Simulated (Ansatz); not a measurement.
C2H6ClFSn (SMILES [CH3][Sn]([CH3])([F])[Cl]), singlet, at a GFN2-xTB geometry (such geometries of metal compounds can be far from the true shape) (all electrons, no relativity); CASSCF(2,4)/STO-3G run with Ansatz (an electronic-structure program).

Input for Ansatz:
Ansatz 0.2 input:
```yaml
crystal:
  periodic: [false, false, false]
  atoms:
    - {symbol: C, position_ang: [2.01686320, -1.13386315, 0.05776491]}
    - {symbol: Sn, position_ang: [0.02810285, -0.19000872, -0.13239872]}
    - {symbol: C, position_ang: [-1.87932291, -1.17193732, -0.65819571]}
    - {symbol: F, position_ang: [0.30446148, 1.02001036, -1.70281687]}
    - {symbol: Cl, position_ang: [-0.31871958, 1.28932997, 1.61877262]}
    - {symbol: H, position_ang: [2.48953167, -0.74724337, 0.95318230]}
    - {symbol: H, position_ang: [1.90025197, -2.20911088, 0.12206717]}
    - {symbol: H, position_ang: [2.58841314, -0.86284055, -0.82196612]}
    - {symbol: H, position_ang: [-2.50284450, -0.42152832, -1.13096062]}
    - {symbol: H, position_ang: [-2.34333484, -1.53567314, 0.25064946]}
    - {symbol: H, position_ang: [-1.68432246, -1.98706767, -1.34423397]}
basis:
  gaussian:
    orbitals: STO-3G
hamiltonian:
  xc: hf
magnetization: {spin_polarized: false}
correlation: {active_space: {window: {electrons: 2, orbitals: 4}}}
```

Q: What does Ansatz print? Leave out banner, timings and long lists.

A: 
```
Functional definition: HF
750 factors; integrals over basis functions are off by at most 3.6e-5 eV
mean field evaluation 1: about -179437.9345 eV, gradient 2.1e1 eV
mean field evaluation 2: about -179438.0217 eV, gradient 2.1e1 eV
mean field evaluation 4: about -179440.8590 eV, gradient 1.7e0 eV
mean field evaluation 8: about -179440.8779 eV, gradient 1.0e-4 eV
mean field -179440.87794053 eV, -6594.3306349190 hartree, gradient 1.6e-6 eV, S^2 0.000000; 0 other end points of the search recorded, 0 dependent functions left out
reference -179440.87794053 eV, -6594.3306349190 hartree; 47, 47 occupied and 10, 10 virtual orbitals, 750 factors
state -179441.54033854 eV, -6594.3549775968 hartree
Total energy: -179441.54033854 eV, -6594.3549775968 hartree
```
